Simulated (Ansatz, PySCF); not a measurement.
Gas-phase reaction in SMILES: CNB(O)O [methylaminoboronic acid] -> [NH]B(O)O + [CH3] (CH3) (the C-N bond at the site shown breaks; other sites are not compared here)
Each molecule is optimised on its own at B3LYP-D3(BJ)/def2-TZVP (Ansatz, a quantum-chemistry and plane-wave program), one conformer each, not searched for the lowest. Frequencies are from Ansatz or PySCF.
Geometry of the first species:
```xyz
11

C      1.8389     0.7209     0.1206
N      0.7835    -0.2076     0.4795
B     -0.5420    -0.2111    -0.0376
O     -1.4826    -1.1421     0.3431
O     -0.9883     0.7192    -0.9466
H      2.5563     0.8204     0.9364
H      2.3904     0.4209    -0.7780
H      1.4271     1.7180    -0.0527
H      1.0872    -0.9676     1.0641
H     -1.1868    -1.7562     1.0181
H     -0.3154     1.3310    -1.2519
```
Charge 0, spin multiplicity 1.

Property: bond dissociation energy (0 K, with B3LYP-D3(BJ) harmonic zero-point energies), in kJ/mol. Correlated levels leave the core frozen unless marked. UHF or UKS for open shells. Spin-orbit coupling is left out. Non-relativistic unless marked X2C. Basis-set limits of correlation are two-point, X^-3; Hartree-Fock from the larger set.

```tsv
level	program	bond dissociation energy (kJ/mol)
PBE-D4/def2-TZVPD	Ansatz + dftd4	391.9
LC-wPBE/def2-TZVPD	Ansatz	377.8
PBE-QIDH/def2-TZVPD	Ansatz	388.4
MP2/6-31G	Ansatz	360.0
```

Task: Estimate the value at CCSD(T)/CBS(aug-cc-pVTZ,aug-cc-pVQZ) as computed with Ansatz.

Result: 391.0 kJ/mol
